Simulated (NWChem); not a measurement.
System: trimethylarsine (C₃H₉As); SMILES C[As](C)C

Program: NWChem. Medium grid unless said otherwise, to which SCAN and Minnesota functionals are sensitive. Coordinates come from a PBE0/def2-SVP optimisation. Total energies of different functionals are on different scales.

```
level                                   energy (Ha)  highest occupied level (eV)  orbital gap (eV)  dipole (D)
--------------------------------------  -----------  ---------------------------  ----------------  ----------
LDA (Slater exchange, VWN5)/def2-TZVPD   -2351.2285                        -5.56              5.23        1.01
PBE/def2-TZVPD                           -2355.1454                        -5.45              5.19        0.97
BLYP/def2-TZVPD                          -2355.6255                        -5.34              5.10        0.88
TPSS/def2-TZVPD                          -2355.6395                        -5.53              5.47        0.98
r2SCAN/def2-TZVPD                        -2355.5730                        -5.65              6.07        1.06
B3LYP/def2-TZVPD                         -2355.7123                        -6.34              6.44        0.93
PBE0/def2-TZVPD                          -2355.2364                   (withheld)        (withheld)        1.03
M06-2X/def2-TZVPD                        -2355.6040                        -7.55              8.10        1.01
CAM-B3LYP/def2-TZVPD                     -2355.7062                        -7.79              8.74        0.98
Hartree-Fock/def2-TZVPD                  -2353.0881                        -8.91             10.98        1.13
```

### Question
Some entries are withheld; supply them.

### Answer

- PBE0/def2-TZVPD, highest occupied level (eV): -6.49
- PBE0/def2-TZVPD, orbital gap (eV): 6.86
